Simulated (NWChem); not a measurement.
System: sulfur tetrafluoride (SF₄); SMILES S(F)(F)(F)F

Input file for NWChem:

```
start job
memory heap 200 mb stack 900 mb global 1100 mb
geometry units angstroms noautosym nocenter noautoz
  F      1.220545     0.000000     0.616808
  S      0.000000     0.000000    -0.387794
  F      0.000000    -1.654169    -0.275546
  F      0.000000     1.654169    -0.275546
  F     -1.220545     0.000000     0.616808
end
basis spherical
  F library def2-tzvp
  S library def2-tzvp
end
dft
  xc b3lyp
  iterations 150
end
property
  efieldgrad
end
task dft property
```

All runs use the structure optimised with PBE0/def2-SVP. B3LYP is NWChem's, with the RPA form of VWN correlation.

Vzz is the largest principal value of the second derivative of the potential at the nucleus (NWChem prints the opposite sign); η is the asymmetry. Non-relativistic.

Atoms are numbered as in the input.

Predict the main results of this run. (B3LYP/def2-TZVP.) Quantities: Vzz S2 (a.u.); η S2.


```yaml
Vzz S2 (a.u.): -2.164
"η S2": 0.39
```
